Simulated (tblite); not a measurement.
C3H13NSi2.
Bonds: C1–C2, C2–C3, C2–N4, N4–Si5, Si5–Si6. Hydrogens: H7, H8, H9 on C1; H10 on C2; H11, H12, H13 on C3; H14 on N4; H15, H16 on Si5; H17, H18, H19 on Si6.

Computed with GFN2-xTB (tblite), gas phase: L-BFGS steps from a force-field or distance-geometry start until the largest atomic force falls under 0.01 eV/Å.

Step 44: E = -529.2069 eV
```
atom  x, y, z in Å  |  force x, y, z in eV/Å
C1     -1.6831    0.9741   -1.1461   -0.005   0.005  -0.002
C2     -1.2503   -0.1817   -0.2419    0.002   0.015  -0.010
C3     -2.2221   -0.3531    0.9246    0.019  -0.008  -0.017
N4      0.0930   -0.0022    0.2637   -0.009  -0.015   0.002
Si5     1.5108   -0.2936   -0.6642   -0.007  -0.005   0.025
Si6     3.2707   -0.3448    0.8121    0.005  -0.006   0.013
H7     -2.6796    0.7958   -1.5417   -0.011   0.010   0.003
H8     -1.6892    1.9085   -0.5877   -0.009  -0.002   0.008
H9     -0.9886    1.0732   -1.9765   -0.005  -0.003  -0.001
H10    -1.2384   -1.1026   -0.8359    0.011   0.021   0.008
H11    -2.2799    0.5663    1.5064   -0.002  -0.024  -0.015
H12    -1.8811   -1.1553    1.5745   -0.008   0.004   0.008
H13    -3.2161   -0.5976    0.5580    0.010   0.016   0.010
H14     0.1210    0.7293    0.9599    0.009  -0.007  -0.010
H15     1.7145    0.6629   -1.7780    0.013  -0.008   0.000
H16     1.2366   -1.5765   -1.3251   -0.001  -0.017  -0.010
H17     3.4322    0.8756    1.6127    0.004   0.006  -0.017
H18     4.5333   -0.5314    0.0916   -0.014   0.021   0.000
H19     3.2066   -1.4378    1.7861   -0.003  -0.003   0.005
```

Step 45: E = -529.2071 eV
```
atom  x, y, z in Å  |  force x, y, z in eV/Å
C1     -1.6830    0.9751   -1.1446   -0.005   0.016  -0.006
C2     -1.2504   -0.1819   -0.2422    0.009   0.017  -0.015
C3     -2.2217   -0.3535    0.9242    0.021  -0.008  -0.013
N4      0.0936   -0.0032    0.2619   -0.013  -0.015   0.008
Si5     1.5106   -0.2960   -0.6666    0.003  -0.020   0.046
Si6     3.2693   -0.3438    0.8128   -0.004  -0.007   0.004
H7     -2.6793    0.7978   -1.5411   -0.007   0.009   0.001
H8     -1.6893    1.9084   -0.5846   -0.012   0.003   0.015
H9     -0.9871    1.0769   -1.9734   -0.008  -0.008  -0.008
H10    -1.2392   -1.1017   -0.8377    0.011   0.016   0.009
H11    -2.2797    0.5659    1.5053   -0.007  -0.012  -0.012
H12    -1.8798   -1.1539    1.5753   -0.005  -0.010   0.011
H13    -3.2155   -0.5995    0.5583    0.009   0.017   0.009
H14     0.1236    0.7276    0.9588    0.004  -0.009  -0.013
H15     1.7160    0.6585   -1.7803    0.013   0.003  -0.014
H16     1.2360   -1.5799   -1.3258    0.000  -0.013  -0.008
H17     3.4293    0.8776    1.6121    0.003   0.005  -0.017
H18     4.5322   -0.5290    0.0926   -0.012   0.019   0.001
H19     3.2047   -1.4361    1.7876   -0.001  -0.001   0.003
```

**Question.** Estimate the geometry and energy of step 46. (The exact step hangs on the optimiser's Hessian estimate; all steps are aligned on step 45, rigid shifts and turns removed.)

**Answer.** E = -529.2074 eV, largest force 0.064 eV/Å
```
atom  x, y, z in Å  |  force x, y, z in eV/Å
C1     -1.6829    0.9768   -1.1427   -0.005   0.025  -0.008
C2     -1.2505   -0.1820   -0.2431    0.014   0.015  -0.015
C3     -2.2208   -0.3543    0.9235    0.016  -0.006  -0.003
N4      0.0942   -0.0053    0.2596   -0.011  -0.018   0.006
Si5     1.5104   -0.2997   -0.6690    0.012  -0.033   0.053
Si6     3.2674   -0.3425    0.8136   -0.013  -0.007  -0.005
H7     -2.6790    0.8009   -1.5404   -0.001   0.007  -0.002
H8     -1.6897    1.9083   -0.5800   -0.014   0.010   0.020
H9     -0.9852    1.0819   -1.9694   -0.012  -0.012  -0.017
H10    -1.2403   -1.1004   -0.8400    0.010   0.005   0.003
H11    -2.2797    0.5652    1.5037   -0.009   0.005  -0.006
H12    -1.8780   -1.1522    1.5766    0.001  -0.025   0.010
H13    -3.2146   -0.6018    0.5591    0.005   0.014   0.004
H14     0.1270    0.7254    0.9564   -0.003  -0.003  -0.007
H15     1.7180    0.6528   -1.7835    0.011   0.007  -0.020
H16     1.2357   -1.5850   -1.3267    0.002  -0.004  -0.004
H17     3.4251    0.8804    1.6110    0.001   0.005  -0.016
H18     4.5307   -0.5255    0.0942   -0.007   0.015   0.001
H19     3.2024   -1.4337    1.7896    0.001   0.000   0.003
```

The energy changes by -0.0002 eV. The first-order estimate −F·Δx gives -0.0003 eV and the mean of the old and new forces, exact on a quadratic surface, -0.0002 eV. The step makes an angle of 78° with the force vector and moves no atom by more than 0.007 Å.

The cost below is that of the whole relaxation. The run took 1.4 s of wall time on one thread, Arm Neoverse N1 (aarch64), no GPU, shared host.
